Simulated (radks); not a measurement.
Values are calculated unless marked as measured or tabulated.
Initial-state core-level shifts of the cerium ion Ce+ when its valence configuration changes from [Xe] 4f1 5d2. Level of theory: scalar-relativistic Kohn-Sham, BLYP, spin-polarised, spherical densities, point nucleus; open shells are filled with parallel spins first (spin-orbit coupling, left out, can overturn this in heavy ions) (a radial shooting solver on a logarithmic mesh with Libxc functionals). Shifts are changes of the shell-averaged eigenvalues in eV (positive: less bound).

valence               1s       2s       3s       4p
4f2 5d1           +5.768   +6.323   +7.305   +6.607
4f1.5 5d1.5       +3.111   +3.415   +3.951   +3.546
5d2 6p1          -10.488  -11.324  -12.600  -11.394
4f1 5d1 6p1       -3.117   -3.204   -3.168   -3.157
5d3               -7.107   -7.840   -9.138   -7.973
4f1.5 5d0.5 6s1   +1.253   +1.476   +2.060   +1.648
5d1 6p2          -13.985  -14.951  -16.190  -14.916
5d1 6s1 6p1      -12.962  -13.930  -15.163  -13.896
4f0.5 5d1.5 6s1   -5.615   -6.065   -6.648   -6.099
